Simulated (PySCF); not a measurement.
C$_{4}$H$_{9}$ (SMILES C[C-](C)C), charge -1, singlet, geometry from GFN2-xTB (in this run its highest filled SCF level lies above zero, so its values depend strongly on the basis, on diffuse functions most of all); DF-CCSD(T)/3-21G run with PySCF.

PySCF was given this input:
```python
from pyscf import gto, scf, cc

mol = gto.Mole()
mol.atom = '''
    C     0.00366132   -0.00257993    0.50987381
    C     0.00604899    1.42125247   -0.05700883
    H    -0.00171725    1.48743097   -1.17683124
    H    -0.87186003    1.98005613    0.29102195
    H     0.89392380    1.97203055    0.27830152
    C     1.22682796   -0.71573222   -0.07658806
    H     1.27104904   -0.74055799   -1.19724426
    H     2.15487708   -0.23527963    0.25807796
    H     1.26497933   -1.76050060    0.25675066
    C    -1.23425894   -0.70454644   -0.05885878
    H    -1.29484415   -0.72889586   -1.17875997
    H    -1.27709886   -1.74894672    0.27506338
    H    -2.15298495   -0.21570016    0.28911112
'''
mol.basis = '3-21g'
mol.charge = -1
mol.verbose = 4
mol.build()

mf = scf.RHF(mol)
mf = mf.density_fit(auxbasis='def2-universal-jkfit')
mf.kernel()

mycc = cc.CCSD(mf)
mycc.kernel()
et = mycc.ccsd_t()
print('E(CCSD(T)) = %.10f' % (mycc.e_tot + et))
```

What the program printed (banner, timings and long lists left out):

```
PySCF version 2.14.0

[INPUT] verbose = 4
[INPUT] num. atoms = 13
[INPUT] num. electrons = 34
[INPUT] charge = -1
[INPUT] spin (= nelec alpha-beta = 2S) = 0
[INPUT] symmetry False subgroup None
[INPUT] Mole.unit = angstrom
[INPUT] Symbol           X                Y                Z      unit          X                Y                Z       unit  Magmom
[INPUT]  1 C      0.003661320000  -0.002579930000   0.509873810000 AA    0.006918892054  -0.004875361121   0.963521858989 Bohr   0.0
[INPUT]  2 C      0.006048990000   1.421252470000  -0.057008830000 AA    0.011430934430   2.685777922162  -0.107731075382 Bohr   0.0
[INPUT]  3 H     -0.001717250000   1.487430970000  -1.176831240000 AA   -0.003245132187   2.810837162496  -2.223888738432 Bohr   0.0
[INPUT]  4 H     -0.871860030000   1.980056130000   0.291021950000 AA   -1.647576675655   3.741763796966   0.549951781737 Bohr   0.0
[INPUT]  5 H      0.893923800000   1.972030550000   0.278301520000 AA    1.689271158230   3.726597648775   0.525913652850 Bohr   0.0
[INPUT]  6 C      1.226827960000  -0.715732220000  -0.076588060000 AA    2.318368846359  -1.352537874327  -0.144730457812 Bohr   0.0
[INPUT]  7 H      1.271049040000  -0.740557990000  -1.197244260000 AA    2.401934576491  -1.399451780458  -2.262463755608 Bohr   0.0
[INPUT]  8 H      2.154877080000  -0.235279630000   0.258077960000 AA    4.072127513302  -0.444614063389   0.487696663186 Bohr   0.0
[INPUT]  9 H      1.264979330000  -1.760500600000   0.256750660000 AA    2.390464486936  -3.326863976132   0.485188429701 Bohr   0.0
[INPUT] 10 C     -1.234258940000  -0.704546440000  -0.058858780000 AA   -2.332411363396  -1.331399813637  -0.111226974226 Bohr   0.0
[INPUT] 11 H     -1.294844150000  -0.728895860000  -1.178759970000 AA   -2.446900817495  -1.377413548729  -2.227533509901 Bohr   0.0
[INPUT] 12 H     -1.277098860000  -1.748946720000   0.275063380000 AA   -2.413367079394  -3.305030307256   0.519794455097 Bohr   0.0
[INPUT] 13 H     -2.152984950000  -0.215700160000   0.289111120000 AA   -4.068551905810  -0.407614227425   0.546340836366 Bohr   0.0

nuclear repulsion = 125.790992574556
number of shells = 38
number of NR pGTOs = 87
number of NR cGTOs = 54
basis = 3-21g
ecp = {}

******** <class 'pyscf.df.df_jk.DFRHF'> ********
method = DFRHF
initial guess = minao
damping factor = 0
level_shift factor = 0
DIIS = <class 'pyscf.scf.diis.CDIIS'>
diis_start_cycle = 1
diis_space = 8
diis_damp = 0
SCF conv_tol = 1e-09
SCF conv_tol_grad = None
SCF max_cycles = 50
direct_scf = False
Set gradient conv threshold to 3.16228e-05
Initial guess from minao.
******** <class 'pyscf.df.df.DF'> ********
auxbasis = def2-universal-jkfit
init E= -156.035436496559
  HOMO = -0.126708101976061  LUMO = 0.173457299795803  gap/eV = 8.16792
cycle= 1 E= -155.66052333668  delta_E= 0.375  |g|= 0.394  |ddm|= 3.14
  HOMO = 0.0759644629772223  LUMO = 0.456275814460741  gap/eV = 10.34880
cycle= 2 E= -155.706565354033  delta_E= -0.046  |g|= 0.159  |ddm|= 0.957
  HOMO = -0.00477146307522869  LUMO = 0.448760272279781  gap/eV = 12.34123
cycle= 3 E= -155.713981346395  delta_E= -0.00742  |g|= 0.0407  |ddm|= 0.322
  HOMO = 0.000338741391420427  LUMO = 0.450926678108698  gap/eV = 12.26112
cycle= 4 E= -155.714684214273  delta_E= -0.000703  |g|= 0.00653  |ddm|= 0.136
  HOMO = 0.000688247720617152  LUMO = 0.45112906263902  gap/eV = 12.25712
cycle= 5 E= -155.714721249075  delta_E= -3.7e-05  |g|= 0.00135  |ddm|= 0.0499
  HOMO = 0.000402745966286755  LUMO = 0.451074473445334  gap/eV = 12.26340
cycle= 6 E= -155.714722991346  delta_E= -1.74e-06  |g|= 0.000279  |ddm|= 0.0114
  HOMO = 0.00038859312745787  LUMO = 0.451101550648306  gap/eV = 12.26452
cycle= 7 E= -155.714723031469  delta_E= -4.01e-08  |g|= 7.93e-05  |ddm|= 0.00104
  HOMO = 0.000383300987667923  LUMO = 0.451094063785236  gap/eV = 12.26446
cycle= 8 E= -155.714723034494  delta_E= -3.02e-09  |g|= 1.19e-05  |ddm|= 0.00024
  HOMO = 0.000382399567742109  LUMO = 0.451094362695578  gap/eV = 12.26450
cycle= 9 E= -155.714723034623  delta_E= -1.29e-10  |g|= 1.78e-06  |ddm|= 6.47e-05
  HOMO = 0.000382470329235218  LUMO = 0.451094335485186  gap/eV = 12.26449
Extra cycle  E= -155.714723034626  delta_E= -2.5e-12  |g|= 7.16e-07  |ddm|= 8.27e-06
converged SCF energy = -155.714723034626

******** <class 'pyscf.cc.dfccsd.RCCSD'> ********
CC2 = 0
CCSD nocc = 17, nmo = 54
max_cycle = 50
direct = 0
conv_tol = 1e-07
conv_tol_normt = 1e-05
diis_space = 6
diis_start_cycle = 0
diis_start_energy_diff = 1e+09
Init t2, MP2 energy = -156.093822863453  E_corr(MP2) -0.379099828826529
Init E_corr(RCCSD) = -0.379099828826898
cycle = 1  E_corr(RCCSD) = -0.410447316324904  dE = -0.0313474875  norm(t1,t2) = 0.0568621
cycle = 2  E_corr(RCCSD) = -0.422755294954799  dE = -0.0123079786  norm(t1,t2) = 0.0195717
cycle = 3  E_corr(RCCSD) = -0.428044986172523  dE = -0.00528969122  norm(t1,t2) = 0.00936674
cycle = 4  E_corr(RCCSD) = -0.42900498956718  dE = -0.000960003395  norm(t1,t2) = 0.00261788
cycle = 5  E_corr(RCCSD) = -0.428872645141329  dE = 0.000132344426  norm(t1,t2) = 0.0013716
cycle = 6  E_corr(RCCSD) = -0.428833291291675  dE = 3.93538497e-05  norm(t1,t2) = 0.000392124
cycle = 7  E_corr(RCCSD) = -0.42883979982325  dE = -6.50853158e-06  norm(t1,t2) = 0.000160382
cycle = 8  E_corr(RCCSD) = -0.428838152104566  dE = 1.64771868e-06  norm(t1,t2) = 5.24704e-05
cycle = 9  E_corr(RCCSD) = -0.428838780266609  dE = -6.28162044e-07  norm(t1,t2) = 2.30786e-05
cycle = 10  E_corr(RCCSD) = -0.428838369264349  dE = 4.1100226e-07  norm(t1,t2) = 7.36113e-06
cycle = 11  E_corr(RCCSD) = -0.428838147593387  dE = 2.21670962e-07  norm(t1,t2) = 2.78506e-06
cycle = 12  E_corr(RCCSD) = -0.428838020159153  dE = 1.27434234e-07  norm(t1,t2) = 8.91462e-07
cycle = 13  E_corr(RCCSD) = -0.428837965029738  dE = 5.51294145e-08  norm(t1,t2) = 4.01082e-07
RCCSD converged
E(RCCSD) = -156.1435609996557  E_corr = -0.428837965029738
RCCSD(T) correction = -0.0115015396300688
E(CCSD(T)) = -156.1550625393
```
